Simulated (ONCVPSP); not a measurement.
**u(r) = r·R(r): atom against pseudo-atom (Re (Z = 75))**

Columns: radius, all-electron u(r) and pseudo u(r) of the 5d shell (level -17.37 eV) of rhenium in the configuration [Kr] 4d10 4f14 5s2 5p6 5d5 6s0.5; LDA (Perdew-Zunger), scalar-relativistic, ONCV scheme, ONCVPSP 4.0.1.

| r (bohr) | all-electron | pseudo |
| --- | --- | --- |
| 0.132 | 0.2256 | 0.0030 |
| 0.265 | -0.1981 | 0.0230 |
| 0.398 | -0.3592 | 0.0727 |
| 0.530 | -0.1823 | 0.1559 |
| 0.663 | 0.1006 | 0.2696 |
| 0.795 | 0.3589 | 0.4006 |
| 0.928 | 0.5560 | 0.5346 |
| 1.060 | 0.6863 | 0.6533 |
| 1.193 | 0.7625 | 0.7456 |
| 1.325 | 0.7967 | 0.8027 |
| 1.458 | 0.8012 | 0.8250 |
| 1.590 | 0.7852 | 0.8167 |
| 1.723 | 0.7554 | 0.7855 |
| 1.855 | 0.7174 | 0.7405 |
| 1.988 | 0.6741 | 0.6886 |
| 2.120 | 0.6288 | 0.6361 |
| 2.252 | 0.5829 | 0.5855 |
| 2.385 | 0.5372 | 0.5378 |
| 2.518 | 0.4929 | 0.4929 |
| 2.650 | 0.4509 | 0.4508 |
| 2.782 | 0.4111 | 0.4111 |
| 2.915 | 0.3735 | 0.3735 |
| 3.048 | 0.3384 | 0.3384 |
| 3.180 | 0.3062 | 0.3062 |
| 3.312 | 0.2764 | 0.2764 |
| 3.445 | 0.2488 | 0.2488 |

Question: How many radial nodes do the two functions have?

Answer: The all-electron 5d function has n − l − 1 = 2; the pseudo-wave has 0, since the states of the same l below it are removed with the core.

Question: At about which radius was the pseudo-wave matched?

Answer: 2.65 bohr, where the columns begin to agree (steps of 0.13 bohr).

Question: Is the pseudo-wave norm-conserving?

Answer: Yes: the ONCV scheme keeps the norm inside the radius equal to the all-electron one, which fixes the energy derivative of the logarithmic derivative at the level.
